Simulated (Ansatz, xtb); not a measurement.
**A geometry optimisation of BFHOSi with r2SCAN-D4/def2-SVP**

The starting geometry of this gas-phase doublet was built from a drawn formula by distance geometry and a force field; its bonds are those of `F[B-]1=[Si][OH+]1`.

```xyz
5

B    -2.7638    0.4711    0.1914
F    -2.2917   -0.1068    1.4387
O    -2.5199    1.5318   -0.9239
Si   -3.8358    0.5405   -1.1230
H    -1.9528    2.3472   -1.3149
```

Task: Where would you expect an optimisation with r2SCAN-D4/def2-SVP to take it?

Result: A bond breaks, giving a structure given below by its coordinates. Distances that change by over a tenth: B1–O3 (1.56 → 1.36 Å), B1–Si4 (1.70 → 2.04 Å). Contacts that open: O3–Si4 (1.66 → 2.97 Å).

The energy falls by 3.08 eV over 15 steps:

| step | E − E(last) (eV) |
| --- | --- |
| 1 | 3.075 |
| 3 | 0.781 |
| 4 | 0.555 |
| 6 | 0.418 |
| 7 | 0.299 |
| 9 | 0.141 |
| 10 | 0.051 |
| 12 | 0.001 |
| 13 | 0.000 |
| 15 | 0.000 |

Final geometry (Å):

```xyz
5

B    -2.8411    0.7419   -0.2517
F    -2.3018    0.3423    0.9204
O    -2.2453    1.7546   -0.9300
Si   -4.5169   -0.1507   -0.9959
H    -1.4589    2.0957   -0.4747
```

From the same start GFN2-xTB reaches the same bonding as this run.

No frequencies were run, so the end isn't proven a minimum. Open shells are spin-unrestricted. Run with Ansatz 0.2.0, 120 s on 1 thread of Intel(R) Xeon(R) Platinum 8375C CPU @ 2.90GHz (Ice Lake) (shared host).
